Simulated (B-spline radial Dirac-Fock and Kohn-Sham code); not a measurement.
The computed values come from a B-spline atomic structure program: Dirac-Fock ΔSCF + Breit + QED. Two-hole levels are in intermediate coupling, intensities from independent-particle Coulomb rates.

Q: These computed lines form the K-LL Auger spectrum of a free neutral atom. Which element, and how are the lines assigned?

| kinetic energy (eV) | relative intensity |
| --- | --- |
| 5776.6 | 11 |
| 5899.6 | 37 |
| 5930.9 | 1 |
| 5937.2 | 4 |
| 5945.8 | 5 |
| 6033.2 | 9 |
| 6053.2 | 100 |
| 6066.2 | 3 |
| 6075.9 | 11 |

A: Co ([Ar] 3d7 4s2). From low to high energy: K-L1L1 ¹S0, K-L1L2 ¹P1, K-L1L2 ³P0, K-L1L3 ³P1, K-L1L3 ³P2, K-L2L2 ¹S0, K-L2L3 ¹D2, K-L3L3 ³P0, K-L3L3 ³P2. The labels give the leading jj configuration and the leading LS term by weight; in heavy atoms the literature often keeps the label of the LS limit instead.
